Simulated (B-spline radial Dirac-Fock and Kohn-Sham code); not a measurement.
**Atomic SCF run for Kr⁷⁺**

ΔSCF core binding energies without Breit or QED terms, calculated with a radial finite-basis atomic code. Keys: rel is the Hamiltonian (dirac, or spin-free x2c and nr, where L3 and M5 stand for the whole 2p and 3d shells), method is hf or an exchange,correlation pair (spin-unpolarised, also for the hole states), nuc the nuclear model, radius_factor scales its radius, rmax is the box in bohr, h the logarithmic mesh step, order the B-spline order, points the quadrature points per cell, c_factor scales the speed of light, and damp, ndamp, maxit and tol steer the iteration. The run stops when the commutator error falls below 10·tol·max(1, Z/10), or the numerical noise floor, and the energy has settled to about 1e-8 Ha; the virial ratio is −V/T.

Input (task.json):

```json
{"items": [{"Z": 36, "q": 7, "cfg": [[1, 0, 2], [2, 0, 2], [2, 1, 6], [3, 0, 2], [3, 1, 6], [3, 2, 10], [4, 0, 1]], "A": 84, "rrms": 4.1884, "do": "settings", "holes": ["K", "L3", "M5"],
  "settings": [{"rel": "dirac", "method": "hf", "nuc": "fermi", "radius_factor": 1.0, "rmax": 45.0, "h": 0.3, "order": 8, "points": 10, "c_factor": 1.0, "maxit": 97, "damp": 0.5, "ndamp": 3, "tol": 1e-14}]}]}
```

Command: `python xray2_run.py task.json out`

Ground-state iterations:

```
iter   energy (Ha)        error
   1    -2754.49272483  1.43e+00
   2    -2769.76904689  1.06e+00
   3    -2774.87626318  2.94e-01
   4    -2775.28199836  7.44e-02
   5    -2775.30309431  3.60e-02
   6    -2775.31037309  7.43e-04
   7    -2775.31037841  1.32e-04
   8    -2775.31037848  1.47e-05
   9    -2775.31037848  3.04e-07
  10    -2775.31037848  1.52e-08
```

The ground state converged in 10 iterations, with total energy -2775.31038 Ha, virial ratio 1.97335 and highest orbital energy -124.82 eV. ΔSCF binding energies: K (1s) 14483.6 eV, L3 (2p3/2) 1802.9 eV, M5 (3d5/2) 209.6 eV.

One setting is outside the advised range (tolerance below the noise), but here it does no visible harm: the result matches the run with default settings.
